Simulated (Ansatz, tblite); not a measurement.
Cost and result up the ladder for Ru₂Br₆ (8 atoms). Total charge 0; singlet. Geometry: PBE-D4/def2-SVP.

```xyz
8

Ru   -0.098   -0.321   -1.027
Ru    0.106    0.335    1.021
Br    1.995    1.739    1.267
Br    1.811   -1.547   -1.696
Br   -1.984   -1.732   -1.239
Br   -0.360    1.531   -2.476
Br   -1.819    1.531    1.700
Br    0.349   -1.534    2.450
```

Ansatz on 4 threads of Arm Neoverse V2 on a shared host; xTB runs through tblite on one thread. Times are rough, summed over both states, and most runs start from the orbitals of an earlier one. No level here is sound enough to serve as a yardstick. The other state is a triplet at its own geometry.

In the def2 sets Ru takes a core potential; there is no spin–orbit coupling. The xTB rows come from tblite. The order of the spin states hangs on the level: the quintet lies 0.26 eV below the singlet at PBE0-D4/def2-SVP, but 0.00 eV above it at PBE-D4/def2-SVP. At PBE0-D4/def2-SVP a quintet of charge 0 lies 0.06 eV below the triplet, each at its own geometry. The structure comes from a short search, and lower isomers may exist.

Run but left out: HF/STO-3G (singlet: restricted singlet, unstable in another Hartree–Fock run and untested here).

xTB has no spin-polarisation term.

```csv
level,functions,wall time,triplet − singlet (eV),remarks
GFN1-xTB,72,0.03 s,0.23,–
GFN2-xTB,72,0.048 s,0.37,–
PBE-D4/def2-SVP,254,27 s,0.09,restricted SCF unstable in HF (singlet)
PBE0-D4/def2-SVP,254,1.8 min,-0.20,"restricted SCF unstable in HF (singlet), spin-contaminated (⟨S²⟩ 2.13) (triplet)"
```
